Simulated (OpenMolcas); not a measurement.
**Co3+, Rh3+, Ir3+: d6 down the group**

```json
{
  "Program": "OpenMolcas",
  "Method": "RASSCF",
  "Basis": "ANO-RCC-VTZP",
  "Scalar Hamiltonian": "DKH2, point nucleus",
  "Spin-orbit coupling": "RASSI with atomic mean-field integrals over the reference wave functions, term energies averaged over their components"
}
```

Active space for each ion: 12 electrons in 8 orbitals (RAS1 p, at most 2 holes; RAS2 d).

Computed levels in cm-1 above 5D4:

```json
{"Level": "5D3", "Co3+": "659", "Rh3+": "1558", "Ir3+": "6048"}
{"Level": "5D2", "Co3+": "1115", "Rh3+": "2442", "Ir3+": "5907"}
{"Level": "5D1", "Co3+": "1406", "Rh3+": "3024", "Ir3+": "9023"}
{"Level": "5D0", "Co3+": "1549", "Rh3+": "3299", "Ir3+": "9368"}
{"Level": "3P2(1)", "Co3+": "24553", "Rh3+": "18872", "Ir3+": "21033"}
{"Level": "3P1(1)", "Co3+": "26498", "Rh3+": "23374", "Ir3+": "37815"}
{"Level": "3H6", "Co3+": "27668", "Rh3+": "21376", "Ir3+": "22216"}
{"Level": "3H5", "Co3+": "27972", "Rh3+": "21684", "Ir3+": "21968"}
{"Level": "3F3(1)", "Co3+": "28370", "Rh3+": "22511", "Ir3+": "24847"}
{"Level": "weight of 5D in the lowest level (%)", "Co3+": "100", "Rh3+": "98", "Ir3+": "85"}
```

Mixed levels, with the weight of the term that names them: Ir3+ 5D2 (68 %), Ir3+ 3P2(1) (55 %), Ir3+ 3P1(1) (62 %), Ir3+ 3H5 (52 %), Ir3+ 3F3(1) (58 %).

Measured, with the error of the calculation in %. Measured levels: Co3+ from Sugar and Corliss, J. Phys. Chem. Ref. Data 10, 1097 (1981).

```json
{"Level": "5D3", "Co3+": "639 (+3.2)"}
{"Level": "5D2", "Co3+": "1078 (+3.5)"}
{"Level": "5D0", "Co3+": "1494 (+3.7)"}
{"Level": "3P2(1)", "Co3+": "22883 (+7.3)"}
{"Level": "3P1(1)", "Co3+": "24729 (+7.2)"}
{"Level": "3H6", "Co3+": "23680 (+16.8)"}
{"Level": "3H5", "Co3+": "24032 (+16.4)"}
{"Level": "3F3(1)", "Co3+": "25736 (+10.2)"}
```

The fine-structure level 5D0 changes by a factor of 6.05 from Co3+ to Ir3+.

Without spin-orbit coupling 3P(1) lies 24820, 19288, 18327 cm-1 above 5D in that order; the difference to the level 3P2(1), of either sign, comes from spin-orbit coupling, which also lowers the zero.

Without dynamic correlation excited terms often stand tens of per cent too high (terms of higher spin than the ground term too low), and those without a measured partner can miss by more than the paired ones. Active for correlation alone: 3p; no level in the range computed is led by a configuration that opens it, so any true level of that kind is missing (holds for Co3+). Active for correlation alone: 4p; no level in the range computed is led by a configuration that opens it, so any true level of that kind is missing (holds for Rh3+). Active for correlation alone: 5p; no level in the range computed is led by a configuration that opens it, so any true level of that kind is missing (holds for Ir3+). Measured partners are found by configuration, term and J. A level has none where our copy of the source lacks it or the pairing is in doubt (some pairs that miss far off the trend of their configuration count as doubtful), and it then counts in no deviation. Only configurations of the active space appear.

A number in round brackets counts repeated terms of one configuration in the order of the reference energies.
